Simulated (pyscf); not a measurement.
Structures and frequencies: ωB97X-D3(BJ)/def2-SVP in PySCF.

Question: Estimate by transition-state theory (the high-pressure limit) the rate constant of `[CH3][CH][CH2][F]` [doublet] -> `[CH2][CH]([CH3])[F]` [doublet] (doublet surface; C–F broken, C–F formed) at 1200 K, with ωB97M-D3(BJ)/def2-TZVP energies (ideal gas, 1 atm, RRHO with modes under 100 cm⁻¹ raised to 100, one conformer, R ln 2 for rigid chiral ones; no tunnelling).

Answer: The electronic barrier is 25.3 kcal/mol and the thermal terms add +0.9, so ΔG‡ = 26.3 kcal/mol. With k_BT/h = 2.50e+13 s⁻¹ and RT = 2.385 kcal/mol, k = 4.1e+08 s⁻¹, a half-life of 1.7e-09 s through this channel alone. Wigner's tunnelling factor for 318i cm⁻¹ would be 1.01. A shift of 1 kcal/mol in the barrier changes k by a factor 1.5. H₃C–CH•–CH₂–F lies 7.1 kcal/mol over its isomer H₃C–C•(CH₃)–F, and others may lie lower still (electronic energy, ωB97M-D3(BJ)). •H₂C–CH(CH₃)–F lies 6.7 kcal/mol over its isomer H₃C–C•(CH₃)–F, and others may lie lower still (electronic energy, ωB97M-D3(BJ)). One saddle was located; it need not be the lowest between these sides.
